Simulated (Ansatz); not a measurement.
Geometry optimisation, Ansatz 0.2.0, RKS B3LYP-D4/def2-SVP.

input.yaml

```yaml
crystal:
  periodic: [false, false, false]
  atoms:
    - { symbol: Al, position_ang: [0.0, 0.0, 0.0] }
    - { symbol: "N", position_ang: [0.0, 0.0, 1.92] }
    - { symbol: H, position_ang: [-0.877, -0.2713, 2.45] }
    - { symbol: H, position_ang: [0.877, 0.2713, 2.45] }
    - { symbol: F, position_ang: [1.4635, 0.0, -0.845] }
    - { symbol: F, position_ang: [-1.4635, 0.0, -0.845] }
basis:
  gaussian: { orbitals: def2-SVP }
hamiltonian:
  xc: b3lyp
  dispersion: d4
relax:
  f_tol: 0.02
  max_steps: 40
output:
  orbitals: {}
```

Run as:

```bash
$ ansatz run input.yaml --threads 1 --pin off --max-ram 2048MiB --backend cpu --events-out ev --progress --plain --runs-dir out
```

Where does it end, and by what steps?

The run converged. After 6 steps the energy has fallen by 0.498 eV; H3 moved furthest, 0.21 Å.

```csv
step,energy less start (eV),largest force component (eV/Å),accepted
0,0.0000,2.134,yes
1,-0.4053,0.963,yes
2,-0.4841,0.823,yes
3,-0.4830,0.646,no
4,-0.4961,0.293,yes
5,-0.4944,0.263,no
6,-0.4982,0.002,yes
```

```xyz
6
Properties=species:S:1:pos:R:3
Al 0.000 0.000 0.070
N 0.000 0.000 1.821
H -0.831 -0.068 2.399
H 0.831 0.068 2.399
F 1.418 0.115 -0.779
F -1.418 -0.115 -0.779
```

Whether the end is a true minimum wasn't checked by a vibrational analysis.

Time of the run: 16 s on 1 thread of Arm Neoverse V1, with other jobs on the host, peak memory 0.14 GiB.
